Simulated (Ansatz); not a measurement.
Calculated with Ansatz (gas phase, PBE0-D4/def2-TZVP geometries, no zero-point term in ΔE). CCSD(T)/CBS adds triple-zeta CCSD(T) − MP2 to the extrapolated MP2 energy (def2 sets, frozen cores). Functionals use def2-TZVPP. B3LYP here is the variant with VWN-RPA as its local correlation; programs differ in this. Elements past krypton have def2 core potentials. For Br, Sn outer-core shells are correlated without core-valence functions, which leaves a few kJ/mol of doubt a bond. Scalar relativity is left out up to krypton. One conformer a species, not always the lowest.

`CC(C)[O][Sn][OH]` + `F[Si]Br` → `[OH][Sn][Br]` + `CC(C)O[Si]F`  (redistribution)

`CC(C)[O][Sn][OH]`:

Z-matrix (Å, degrees):
```
C
C 1 1.519
H 1 1.095 2 110.6
H 1 1.093 2 110.9 3 -121.7
H 1 1.093 2 110.5 3 118.9
C 2 1.518 1 111.3 3 -57.5
O 2 1.403 1 113.5 3 66.1
H 2 1.101 1 107.8 3 -175.9
H 6 1.094 2 110.1 1 60.7
H 6 1.091 2 110.2 1 -179.9
H 6 1.093 2 111.1 1 -59.4
Sn 7 1.971 2 145.1 1 -11.6
O 12 1.983 7 103.2 2 5.7
H 13 0.960 12 117.5 7 0.8
```

`F[Si]Br`:

Z-matrix (Å, degrees):
```
Si
F 1 1.602
Br 1 2.255 2 100.7
```

`[OH][Sn][Br]`:

Cartesian coordinates in Å:
```
O 0.455 -0.052 -0.914
Sn 0.076 0.682 0.880
Br -1.649 -1.060 1.451
H 1.118 0.430 -1.416
```

`CC(C)O[Si]F`:

```xyz
13

C    -0.818    0.435    1.146
C     0.107    0.106   -0.005
C     0.786   -1.236    0.158
O    -0.664    0.079   -1.210
Si   -0.614    0.941   -2.588
F     0.617    1.964   -2.321
H    -1.602   -0.322    1.231
H    -0.260    0.463    2.085
H    -1.291    1.407    0.999
H     0.866    0.890   -0.098
H     1.385   -1.250    1.071
H     0.041   -2.033    0.218
H     1.445   -1.443   -0.687
```

```tsv
level	ΔE (kJ/mol)
B3LYP-D4	-106.5
B3LYP	-110.8
```

What does CCSD(T)/CBS give? (An estimate is asked.)

Computed: -105.1 kJ/mol. The listed levels differ from it by -1.4, -5.7 kJ/mol.

Largest T1 diagnostic among the species: 0.016.

From PBE to PBE0 (25 % exact exchange), in def2-TZVPP and without D4, ΔE moves by −9.0 kJ/mol. The D4 term adds +4.3 kJ/mol with B3LYP and +2.4 kJ/mol with PBE0; it sums over pairs of atoms, weighted by their polarisabilities, and B3LYP, whose exchange is more repulsive, gets the larger term. In def2-TZVPP, CCSD(T) changes the Hartree–Fock value by +25.5 kJ/mol (the triples alone add +4.6 kJ/mol) and MP2 by +25.6 kJ/mol.
